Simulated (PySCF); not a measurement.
Species: C5H5ClN2S.
Numbering: `[Cl:1][c:2]1[s:3][n:4][n:5][c:6]1[CH:7]1[CH2:8][CH2:9]1`

Definitions: NICS(0) = −σiso at the ring centroid; NICS(1) = −σiso and NICS(1)zz = −σzz at ±1 Å along the ring normal z. Level: GIAO PBE0/pcSseg-1 (PySCF, non-relativistic, gas phase) on the GFN2-xTB geometry, one conformer.

Rings: 1. C2–S3–N4–N5–C6; 2. C7–C8–C9.

```tsv
set	NICS(0)	NICS(1), two faces	NICS(1)zz, two faces
P	-10.1	-11.8 / -11.8	-26.2 / -26.2
Q	-42.2	-5.3 / -7.5	-20.5 / -22.6
```

Q: Which set (ppm) belongs to which ring?

A: P = 1, Q = 2.
- 1 (5-membered ring with 2 N and S; formal bonds all aromatic): mean NICS(1)zz -26.2 ppm, shielded. For a flat ring without four-coordinate atoms the NICS criterion counts such a value as aromatic.
- 2 (3-membered carbocycle; formal bonds all single): mean NICS(1)zz -21.5 ppm, shielded. C7, C8, C9 have four or more neighbours; no verdict on aromaticity is drawn.

Q: How do the rings differ in shape?

A: 
```tsv
ring	bond lengths (Å)	rms pucker (Å)	HOMA	nearest outside atom to a NICS(1) probe (Å)
1	1.724, 1.654, 1.255, 1.344, 1.386	0.00	–	carbon 2.84
2	1.508, 1.489, 1.508	0.00	–	hydrogen 1.44
```

The run took about 90 s of CPU time (one thread, shared machine). This is the whole shielding run at PBE0/pcSseg-1, SCF included.

Shape of the structure used: `[Cl:1][c:2]1[s:3][n:4][n:5][c:6]1[CH:7]1[CH2:8][CH2:9]1`: N5–C6–C7–C8 -34°.
